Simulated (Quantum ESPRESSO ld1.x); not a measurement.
Results of a calculation; reference values are marked as such.
Ionisation of Hg+, [Xe] 4f14 5d10 6s1, to Hg2+, [Xe] 4f14 5d10, under several functionals. Dirac Kohn-Sham, spin-unpolarised, spherical densities, point nucleus; ld1.x of Quantum ESPRESSO 7.5.

functional                                          E(Hg+) (hartree)  Exc (hartree)  IE (eV)  -e(HOMO) (eV)  <r> HOMO (bohr)  IE error (eV)
Wu-Cohen GGA                                               -19660.48        -372.20   19.027         14.781            2.494         +0.270
rPW86 exchange with PBE correlation                        -19664.77        -376.50   19.187         14.908            2.515         +0.430
exchange-only LDA                                          -19642.61        -354.15   18.195         13.927            2.526         -0.562
LDA (Slater exchange, Perdew-Zunger correlation)           -19650.96        -362.59   19.403         15.115            2.495         +0.646
revPBE                                                     -19662.17        -373.90   18.838         14.589            2.514         +0.081
LDA (Slater exchange, Hedin-Lundqvist correlation)         -19650.54        -362.15   19.491         15.203            2.494         +0.734
PW91                                                       -19663.61        -375.35   19.081         14.808            2.511         +0.325
Slater X-alpha with alpha = 1                              -19820.53        -536.27   21.475         17.090            2.366         +2.718
PW86 exchange with PBE correlation                         -19662.10        -373.80   19.076         14.804            2.518         +0.319
LDA (Slater exchange, Perdew-Wang correlation)             -19650.95        -362.58   19.397         15.109            2.494         +0.640

NIST Atomic Spectra Database: 18.757 eV (measured). Closest: revPBE. The Delta-SCF values span 3.28 eV, the total energies 177.92 hartree. The highest occupied level is 6s1/2. Spin polarisation and multiplet splitting are left out, so open shells lie too high by an amount that depends on their filling.

Beside tabulated values, note that spin-unpolarised runs miss the spin-polarisation part of the exchange energy of open shells.
